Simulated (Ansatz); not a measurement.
Basis-set series for `BC(C)=S`. The species carries charge 0 and has multiplicity 1. The structure was optimised at the PBE0-D4/def2-TZVP level.

```json
{"atom": "B1", "x (Å)": "-0.6800", "y (Å)": "0.8640", "z (Å)": "-1.0619"}
{"atom": "C2", "x (Å)": "0.1147", "y (Å)": "0.2690", "z (Å)": "0.1024"}
{"atom": "C3", "x (Å)": "0.4623", "y (Å)": "-0.9748", "z (Å)": "0.7928"}
{"atom": "S4", "x (Å)": "0.5489", "y (Å)": "1.8134", "z (Å)": "0.3952"}
{"atom": "H5", "x (Å)": "-0.1888", "y (Å)": "0.8758", "z (Å)": "-2.1541"}
{"atom": "H6", "x (Å)": "-1.8431", "y (Å)": "1.1047", "z (Å)": "-0.9083"}
{"atom": "H7", "x (Å)": "0.9214", "y (Å)": "-1.6603", "z (Å)": "0.0719"}
{"atom": "H8", "x (Å)": "-0.4620", "y (Å)": "-1.4656", "z (Å)": "1.1177"}
{"atom": "H9", "x (Å)": "1.1266", "y (Å)": "-0.8262", "z (Å)": "1.6444"}
```

```csv
functional,basis,functions,energy (Eh),HOMO (eV),LUMO (eV)
PBE0-D4,def2-TZVPP,205,-502.00722,-7.47,-2.42
PBE0-D4,def2-QZVPP,391,-502.02520,-7.49,-2.45
ωB97M-V,def2-TZVPP,205,-502.19504,-9.60,-0.26
ωB97M-V,def2-QZVPP,391,-502.21200,-9.61,-0.31
```

Question: Give the rows for def2-SVP. (Estimate.)

Answer: Ansatz gave: 
```
functional     basis  functions  energy (Eh)  HOMO (eV)  LUMO (eV)
   PBE0-D4  def2-SVP         85   -501.75663      -7.45      -2.33
   ωB97M-V  def2-SVP         85   -501.93827      -9.55      -0.09
```
